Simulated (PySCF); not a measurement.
Cl₄Ti, singlet, geometry from GFN2-xTB (such geometries of metal compounds can be far from the true shape); SVWN5/6-31G, polarisability run with PySCF.

PySCF was given this input:
```python
from pyscf import gto, scf, dft
from pyscf.prop import polarizability

mol = gto.Mole()
mol.atom = '''
    Ti   -0.00000000   -0.00000000    0.00000000
    Cl    1.69474202   -0.54021676   -1.13711341
    Cl    0.59515811    0.47002439    1.97024757
    Cl   -0.92758275    1.68243670   -0.87521915
    Cl   -1.36231738   -1.61224433    0.04208500
'''
mol.basis = '6-31g'
mol.verbose = 4
mol.build()

mf = dft.RKS(mol)
mf.xc = 'lda,vwn'
mf.kernel()
alpha = mf.Polarizability().polarizability()[2, 2]
print('alpha_zz =', alpha)
```

Problem. What does PySCF print? Leave out banner, timings and long lists.

Solution. 
```
site-packages/pyscf/prop/efg/rhf.py:45: UserWarning: Module EFG is under testing
  warnings.warn('Module EFG is under testing')
site-packages/pyscf/prop/efg/dhf.py:30: UserWarning: Module EFG is under testing
  warnings.warn('Module EFG is under testing')
site-packages/pyscf/prop/zfs/uhf.py:40: UserWarning: Module ZFS is under testing
  warnings.warn('Module ZFS is under testing')
site-packages/pyscf/prop/gtensor/uhf.py:43: UserWarning: Module g-tensor is under testing
  warnings.warn('Module g-tensor is under testing')
site-packages/pyscf/prop/gtensor/uks.py:41: UserWarning: Module g-tensor is under testing
  warnings.warn('Module g-tensor is under testing')
site-packages/pyscf/prop/hfc/uks.py:35: UserWarning: Module HFC is under testing
  warnings.warn('Module HFC is under testing')
site-packages/pyscf/prop/magnetizability/rhf.py:39: UserWarning: Module magnetizability is under testing
  warnings.warn('Module magnetizability is under testing')
site-packages/pyscf/prop/magnetizability/uhf.py:37: UserWarning: Module magnetizability is under testing
  warnings.warn('Module magnetizability is under testing')
site-packages/pyscf/prop/magnetizability/rks.py:37: UserWarning: Module magnetizability is under testing
  warnings.warn('Module magnetizability is under testing')
site-packages/pyscf/prop/magnetizability/uks.py:39: UserWarning: Module magnetizability is under testing
  warnings.warn('Module magnetizability is under testing')
site-packages/pyscf/prop/polarizability/uhf.py:34: UserWarning: Module polarizability is under testing
  warnings.warn('Module polarizability is under testing')
site-packages/pyscf/prop/polarizability/rks.py:29: UserWarning: Module polarizability is under testing
  warnings.warn('Module polarizability is under testing')
site-packages/pyscf/prop/polarizability/uks.py:29: UserWarning: Module polarizability is under testing
  warnings.warn('Module polarizability is under testing')
PySCF version 2.14.0

[INPUT] verbose = 4
[INPUT] num. atoms = 5
[INPUT] num. electrons = 90
[INPUT] charge = 0
[INPUT] spin (= nelec alpha-beta = 2S) = 0
[INPUT] symmetry False subgroup None
[INPUT] Mole.unit = angstrom
[INPUT] Symbol           X                Y                Z      unit          X                Y                Z       unit  Magmom
[INPUT]  1 Ti     0.000000000000   0.000000000000   0.000000000000 AA    0.000000000000   0.000000000000   0.000000000000 Bohr   0.0
[INPUT]  2 Cl     1.694742020000  -0.540216760000  -1.137113410000 AA    3.202598269592  -1.020861724300  -2.148832917470 Bohr   0.0
[INPUT]  3 Cl     0.595158110000   0.470024390000   1.970247570000 AA    1.124685828714   0.888217368966   3.723228304890 Bohr   0.0
[INPUT]  4 Cl    -0.927582750000   1.682436700000  -0.875219150000 AA   -1.752877355371   3.179344584917  -1.653924492475 Bohr   0.0
[INPUT]  5 Cl    -1.362317380000  -1.612244330000   0.042085000000 AA   -2.574406742935  -3.046700229583   0.079529123952 Bohr   0.0

nuclear repulsion = 641.143096488792
number of shells = 39
number of NR pGTOs = 274
number of NR cGTOs = 79
basis = 6-31g
ecp = {}

******** <class 'pyscf.dft.rks.RKS'> ********
method = RKS
initial guess = minao
damping factor = 0
level_shift factor = 0
DIIS = <class 'pyscf.scf.diis.CDIIS'>
diis_start_cycle = 1
diis_space = 8
diis_damp = 0
SCF conv_tol = 1e-09
SCF conv_tol_grad = None
SCF max_cycles = 50
direct_scf = True
direct_scf_tol = 1e-13
XC library pyscf.dft.libxc version 7.1.2
    S. Lehtola, C. Steigemann, M. J. T. Oliveira, and M. A. L. Marques,  SoftwareX 7, 1–5 (2018)
XC functionals = lda,vwn
    P. A. M. Dirac,  Math. Proc. Cambridge Philos. Soc. 26, 376 (1930)
    F. Bloch,  Z. Phys. 57, 545 (1929)
    S. H. Vosko, L. Wilk, and M. Nusair,  Can. J. Phys. 58, 1200 (1980)
radial grids:
    Treutler-Ahlrichs [JCP 102, 346 (1995); DOI:10.1063/1.469408] (M4) radial grids

becke partition: Becke, JCP 88, 2547 (1988); DOI:10.1063/1.454033
pruning grids: <function nwchem_prune>
grids dens level: 3
symmetrized grids: False
atomic radii adjust function: <function treutler_atomic_radii_adjust>
small_rho_cutoff = 0
Set gradient conv threshold to 3.16228e-05
Initial guess from minao.
tot grids = 96424
init E= -2682.87789836135
  HOMO = -0.360060267877056  LUMO = -0.187526474179331  gap/eV = 4.69488
cycle= 1 E= -2682.34037357222  delta_E= 0.538  |g|= 0.508  |ddm|= 2.95
  HOMO = -0.287940425622717  LUMO = -0.265453667417256  gap/eV = 0.61190
cycle= 2 E= -2676.83883562029  delta_E=  5.5  |g|= 5.61  |ddm|= 3.08
  HOMO = -0.291142765679959  LUMO = -0.181808256033978  gap/eV = 2.97514
cycle= 3 E= -2682.26139454192  delta_E= -5.42  |g|= 0.818  |ddm|=  2.2
  HOMO = -0.311233353107698  LUMO = -0.173334266866753  gap/eV = 3.75243
cycle= 4 E= -2682.41452413167  delta_E= -0.153  |g|= 0.0917  |ddm|= 0.524
  HOMO = -0.315879043131075  LUMO = -0.173443840123486  gap/eV = 3.87586
cycle= 5 E= -2682.41665029325  delta_E= -0.00213  |g|= 0.00578  |ddm|= 0.0702
  HOMO = -0.315804363662854  LUMO = -0.172897481477569  gap/eV = 3.88869
cycle= 6 E= -2682.41665696235  delta_E= -6.67e-06  |g|= 0.00371  |ddm|= 0.0104
  HOMO = -0.315835284205495  LUMO = -0.17309837115415  gap/eV = 3.88407
cycle= 7 E= -2682.41666050087  delta_E= -3.54e-06  |g|= 0.000961  |ddm|= 0.00221
  HOMO = -0.315839205116782  LUMO = -0.173159252627267  gap/eV = 3.88252
cycle= 8 E= -2682.41666075473  delta_E= -2.54e-07  |g|= 2.42e-05  |ddm|= 0.000774
  HOMO = -0.315839575246341  LUMO = -0.173159689638293  gap/eV = 3.88252
cycle= 9 E= -2682.41666075491  delta_E= -1.83e-10  |g|= 9.74e-06  |ddm|= 2.98e-05
  HOMO = -0.315839970691121  LUMO = -0.173163774655809  gap/eV = 3.88242
Extra cycle  E= -2682.41666075414  delta_E= 7.7e-10  |g|= 5.41e-05  |ddm|= 5.02e-05
converged SCF energy = -2682.41666075414
Isotropic polarizability 72.0443359124
Polarizability anisotropy 6.75184974102e-05
alpha_zz = 72.04437222786859
```
